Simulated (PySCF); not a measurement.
Species: C3BCl2N.
Cartesian coordinates in Å at the PBE0-D3(BJ)/def2-SVP level; atoms count from 1:
```
atom  x, y, z in Å
N1    -3.3153   -1.0261   -0.8406
C2    -2.2362   -0.6932   -0.5631
C3    -0.9612   -0.3007   -0.2391
C4     0.1745    0.0480    0.0452
B5     1.5905    0.4838    0.3887
Cl6    2.7054   -0.6690    1.0638
Cl7    2.0765    2.1280    0.0950
```

Level of theory: PBE0-D3(BJ)/def2-SVP geometry optimisation, gas phase in PySCF 2.14.0.

Take the most abundant isotopes and a rigid rotor. 

Question: Give the principal moments of inertia and the rotational constants in MHz.

Answer: Ia = 160.11, Ib = 662.96, Ic = 823.06 u·Å²; 505379 MHz·u·Å²/I gives A = 3156, B = 762.3, C = 614.0 MHz.

Question: Classify the top.

Answer: An asymmetric top. Ray's parameter κ = (2B − A − C)/(A − C) = -0.883; −1 is the prolate and +1 the oblate limit.

Question: Is it planar, by Δ = Ic − Ia − Ib?

Answer: Planar: Δ = Ic − Ia − Ib = -0.01 u·Å². For a rigid frame Δ = −2 Σ m c², so it vanishes when all atoms lie in the ab plane; here none is more than 0.01 Å from it.

Question: Which types of transition are allowed, and where do some lines up to J = 4 fall?

Answer: The dipole components are |μa| = 2.50 D, |μb| = 0.00 D, |μc| = 0.00 D; the symmetry axis of this C2v structure is a, so μb and μc vanish by symmetry and there are no b-type or c-type lines. Some lines, for components of 0.1 D or more:

```tsv
type	branch	J(Ka,Kc)	MHz	lower level (cm⁻¹)
a	Q	2(1,1) ← 2(1,2)	445	0.213
a	Q	3(1,2) ← 3(1,3)	890	0.343
a	Q	4(1,3) ← 4(1,4)	1482	0.516
a	R	2(1,2) ← 1(1,1)	2604	0.126
a	R	2(1,1) ← 1(1,0)	2901	0.131
a	R	3(1,3) ← 2(1,2)	3902	0.213
a	R	3(2,2) ← 2(2,1)	4129	0.467
a	R	3(2,1) ← 2(2,0)	4156	0.467
a	R	4(1,4) ← 3(1,3)	5196	0.343
a	R	4(0,4) ← 3(0,3)	5439	0.274
a	R	4(2,3) ← 3(2,2)	5500	0.605
a	R	4(3,2) ← 3(3,1)	5518	1.017
a	R	4(3,1) ← 3(3,0)	5519	1.017
a	R	4(2,2) ← 3(2,1)	5566	0.606
a	R	4(1,3) ← 3(1,2)	5788	0.372
```

Question: Estimate the classical rotational partition function at 25 K, 50 K and 500 K.

Answer: Point group C2v, symmetry number σ = 2; q = (√π/σ)·√((kT/h)³/(ABC)), k/h = 20836.6 MHz/K: 8670 at 25 K, 24500 at 50 K, 775000 at 500 K.

No PBE0-D3(BJ)/def2-SVP frequencies stand behind this structure, so it isn't proved a minimum. No vibrational averaging or centrifugal distortion is included, and the geometry carries the error of its method. Quadrupole hyperfine structure (11B, 14N, 35Cl) is left out.
